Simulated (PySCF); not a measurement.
Simulation results for CH$_{7}$BOSi

Computed with PySCF 2.14.0. Calculation on a computer-drawn molecule: the log of a Hartree-Fock and frozen-core CCSD(T) single point meant for a local Hartree-Fock minimum, with one planted fault or none, to be diagnosed. Offsets are logged minus clean, where the clean run is the same molecule without the fault. The reference is restricted for singlets and unrestricted otherwise, and also for a bond in bohr or an excited solution. Adding or removing an electron swaps singlet and doublet. The excited solution moves the top pair (singlet) or top alpha electron (doublet) to the lowest empty orbital. Highest occupied and lowest empty are orbital energies over both spins, largest force is the largest gradient component, triples share is (T) over the correlation energy, the T1 limit is 0.02 restricted and 0.045 unrestricted, electrons count all cores, a negative frequency is imaginary (commonest isotopes), and the dipole is about the centre of nuclear charge.

```xyz
11
formula=CH7BOSi meant_charge=0 meant_multiplicity=1 meant_basis=cc-pV(D+d)Z logged_electrons=40 logged_basis_functions=100 logged_SCF_converged=yes logged_spin_squared=0 logged_highest_occupied=-10.961 logged_lowest_empty=1.2967 logged_largest_force=0.037316 logged_T1_diagnostic=0.012316 logged_D1_diagnostic=0.034537 logged_triples_share=0.025739 logged_CC_converged=yes logged_dipole_magnitude=0.79234 logged_SCF_stable_within_its_kind=yes logged_energy_HF=-430.39307 logged_energy_CCSD(T)=-430.98319 possible_faults=no_fault,one_electron_removed,one_electron_added,multiplicity_raised_by_two,geometry_at_a_saddle_point,SCF_held_on_an_excited_solution,minimal_basis_STO-3G,one_bond_length_entered_in_bohr,all_coordinates_scaled planted_fault=all_coordinates_scaled,by_+5.8_% HF_energy_offset_from_clean_run=18.5 CCSD(T)_energy_offset_from_clean_run=11.35
B      0.8727    -0.6272     1.7788
Si    -0.5104    -1.1198     0.2144
O     -1.1864     0.3315    -0.4877
C     -2.1750     0.3858    -1.5901
H      1.4629    -1.5620     2.4059
H      1.1359     0.5668     2.1153
H      0.2138    -1.9625    -0.9026
H     -1.6690    -2.0246     0.7814
H     -2.4108     1.4917    -1.8126
H     -3.1605    -0.1489    -1.3015
H     -1.7606    -0.1024    -2.5546
```

Units: logged_highest_occupied, logged_lowest_empty in eV; logged_largest_force in hartree/bohr; logged_dipole_magnitude in debye; logged_energy_HF, logged_energy_CCSD(T) in hartree; HF_energy_offset_from_clean_run, CCSD(T)_energy_offset_from_clean_run in kcal/mol.

Drawn bonds:
```tsv
atom	other atom	order
1	2	1
2	3	1
3	4	1
1	5	1
1	6	1
2	7	1
2	8	1
4	9	1
4	10	1
4	11	1
```
